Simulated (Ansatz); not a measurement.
Reaction (ligand exchange at the Si–I bond): `N[SiH2]I` + `N[Si](O)(O)O` → `N[SiH2]O[Si](N)(O)O` + HI

Gas-phase electronic energies from Ansatz, PBE0-D4/def2-TZVP geometries. CCSD(T)/CBS is the MP2 limit (def2-TZVPP, def2-QZVPP) plus CCSD(T) − MP2 in def2-TZVPP, frozen cores. DFT in def2-TZVPP. B3LYP here is the variant with VWN-RPA as its local correlation; programs differ in this. def2 core potentials past Kr. For I outer-core shells are correlated without core-valence functions, which leaves a few kJ/mol of doubt a bond. Each species was taken in one conformer, which may not be the lowest.

(1) Is it downhill or uphill in electronic energy at CCSD(T)/CBS, and by how much? (An estimate is asked.)

(2) What do these levels give: B3LYP-D4, ωB97X-V, PBE, B3LYP, MP2/def2-TZVPP, SCS-MP2/def2-TZVPP, CCSD/def2-TZVPP, CCSD(T)/def2-TZVPP, MP2/def2-QZVPP, HF/CBS(def2), MP2/CBS(def2), CCSD/CBS(def2)? (Estimate.)

Largest T1 diagnostic among the species: 0.011.

## Answers

(1) Ansatz gave: Downhill: ΔE = -7.1 kcal/mol.

(2) Ansatz gave: B3LYP-D4 -8.7, ωB97X-V -8.0, PBE -3.8, B3LYP -6.7, MP2/def2-TZVPP -7.3, SCS-MP2/def2-TZVPP -8.3, CCSD/def2-TZVPP -9.3, CCSD(T)/def2-TZVPP -9.3, MP2/def2-QZVPP -6.1, HF/CBS(def2) -8.2, MP2/CBS(def2) -5.0, CCSD/CBS(def2) -7.1 kcal/mol.

The D4 term adds −2.0 kcal/mol with B3LYP and −1.3 kcal/mol with PBE0; it sums over pairs of atoms, weighted by their polarisabilities, and B3LYP, whose exchange is more repulsive, gets the larger term.
